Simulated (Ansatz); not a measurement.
```yaml
crystal:
  periodic: [false, false, false]
  atoms:
    - {symbol: Na, position_ang: [-1.266440, -1.428791, -1.941474]}
    - {symbol: Na, position_ang: [1.811049, 1.462958, 1.412274]}
    - {symbol: Te, position_ang: [-0.544619, -0.034167, 0.529200]}
basis:
  gaussian: {orbitals: def2-TZVPP, final_grid: {core_spheres: 20, valence_spheres: 16, degree: 47}}
hamiltonian: {xc: {name: PBE0}}
scf: {omitted_lower_state_checks: [starts]}
output: {forces: true}
```

```sh
$ ansatz run in.yaml --threads 4 --pin off --events-out ev --progress --plain --max-ram 3916MiB
```

It prints (some lines left out):

```
Functional definition: PBE0
1010 factors; their error is unknown
mean field evaluation 1: about -16119.1527 eV, gradient 2.5e1 eV
mean field evaluation 2: about -16092.3135 eV, gradient 7.1e1 eV
mean field evaluation 4: about -16122.2293 eV, gradient 2.9e0 eV
mean field evaluation 8: about -16122.2480 eV, gradient 5.1e-2 eV
mean field evaluation 16: about -16122.4547 eV, gradient 3.3e-4 eV
mean field -16122.45467875 eV, -592.4892812518 hartree, gradient 1.5e-5 eV, S^2 0.000000; 0 other end points of the search recorded, 0 dependent functions left out
reference -16122.45471855 eV, -592.4892827143 hartree; 23, 23 occupied and 91, 91 virtual orbitals, 1010 factors
Total energy: -16122.45471855 eV, -592.4892827143 hartree
Atom 0 at    -1.266440    -1.428791    -1.941474 Å, force     0.239039     0.338880     0.529121 eV/Å
Atom 1 at     1.811049     1.462958     1.412274 Å, force    -0.499697    -0.355257    -0.275899 eV/Å
Atom 2 at    -0.544619    -0.034167     0.529200 Å, force     0.260658     0.016377    -0.253222 eV/Å
Dipole moment:     0.793815     0.049803    -0.771340 e Å
Checks for a lower state left out: starts
```

Hardware: 4 threads of Arm Neoverse V2 on a shared host. Wall time 1.8 s.

In the def2 sets Te takes a core potential; there is no spin–orbit coupling.
